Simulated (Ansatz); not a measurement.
Reaction (redistribution): `C[Si]1([SeH])CO1` + `O[SiH2][SiH2]S` → `O[SiH2][SiH2][SeH]` + `C[Si]1(S)CO1`

Isolated molecules relaxed with PBE0-D4/def2-TZVP in Ansatz; ΔE leaves out vibrations. CBS: MP2 limit from def2 TZ/QZ plus the TZ coupled-cluster correction, frozen cores. For Se outer-core shells are correlated without core-valence functions, which leaves a few kJ/mol of doubt a bond. Scalar relativity is left out up to krypton. Each species was taken in one conformer, which may not be the lowest.

```csv
species,CCSD(T)/CBS(def2) energy (Eh)
`C[Si]1([SeH])CO1`,-2844.70272
`O[SiH2][SiH2]S`,-1054.78044
`O[SiH2][SiH2][SeH]`,-3057.70948
`C[Si]1(S)CO1`,-841.77604
```

Question: Work out ΔE.

Answer: ΔE = (-3057.70948) + (-841.77604) − (-2844.70272) − (-1054.78044) = -0.00236 Eh = -6.2 kJ/mol.

Largest T1 diagnostic among the species: 0.012.
